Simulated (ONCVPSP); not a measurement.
# Transferability test, ONCV potential for palladium

ONCVPSP 4.0.1 input, shortened (lines: element, Z, core and valence counts, functional; n l f; lmax; l rc ep ncon nbas qcut; lloc lpopt rc5 dvloc0; l nproj debl; icmod fcfact rcfact), PBE, scalar-relativistic:

```
  Pd 46.00    6    3        4      upf
    1    0    2.00
    2    0    2.00
    2    1    6.00
    3    0    2.00
    3    1    6.00
    3    2   10.00
    4    0    2.00
    4    1    6.00
    4    2    8.00
    2
    0    1.55    0.00    4    8    9.90
    1    1.75    0.00    4    8    8.50
    2    1.60    0.00    4    9    8.30
    4    5    1.05    2.00
    0    2    2.50
    1    1    2.70
    2    1    1.60
    2    0.25    1.20
```

In the s channel the program set the typed energies aside and used -4.060, 0.050 Ha.

Energies are relative to the spin-unpolarised reference configuration 4s2 4p6 4d8; without spin polarisation the order of configurations can differ from experiment.

```csv
valence configuration,charge,ΔE all-electron (eV),error AE − PS (meV)
4s2 4p6 4d10,0,-29.934,+2.9
4s2 4p6 4d9,+1,-20.818,+2.8
4s1 4p6 4d10,+1,61.634,-172
```

Problem. What are ΔE and the potential's error for 4s2 4p6 4d7?

Solution. ΔE = 34.360 eV all-electron; the error (AE − PS) is +2.9 meV.

Levels in the configuration 4s1 4p6 4d10:

| level | all-electron (eV) | pseudo (eV) |
| --- | --- | --- |
| 4s | -98.452 | -98.703 |
| 4p | -64.017 | -64.201 |
| 4d | -15.557 | -15.543 |
